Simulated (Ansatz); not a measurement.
Input for Ansatz (a program for electronic structure): R-SVWN5/def2-TZVPPD on HCl (SMILES Cl) with ghost functions. Files ending in .json are basis or fitting sets from the Basis Set Exchange.

Ansatz 0.2 input:
```yaml
crystal:
  periodic: [false, false, false]
  atoms:
    - {symbol: Cl, position_ang: [-0.31279745, 0.47295316, 3.37613835]}
    - {symbol: H, position_ang: [-0.21166095, 0.43399899, 2.07638770]}
basis:
  gaussian:
    orbitals: def2-TZVPPD.json
    ghost_atoms:
      - {symbol: O, position_ang: [0.04092865, 0.33230201, 0.25285459]}
      - {symbol: H, position_ang: [0.79409459, 0.84827547, -0.05584907]}
      - {symbol: H, position_ang: [0.18620983, -0.56719311, -0.06111981]}
hamiltonian:
  xc: {name: SVWN5}
scf: {lower_state_search: off}
```

The head of its log:

```
WARN ansatz: RAYON_NUM_THREADS=2 ignored (pool sized by the plan → 2); use --threads N
Functional definition: SVWN5
these checks for a lower state are left out or cut short: stability, starts, cluster_reference, orbital_swaps, neighbouring_geometries, increment
integrals: 0.04 GiB planned
669 factors; their error is unknown
mean field: 0.36 GiB planned
mean field evaluation 1: about -12498.4249 eV, gradient 1.2e1 eV
mean field evaluation 2: about -12498.3279 eV, gradient 1.5e1 eV
```

Problem. Give the final energy of this run.

Solution. -459.3215 hartree.
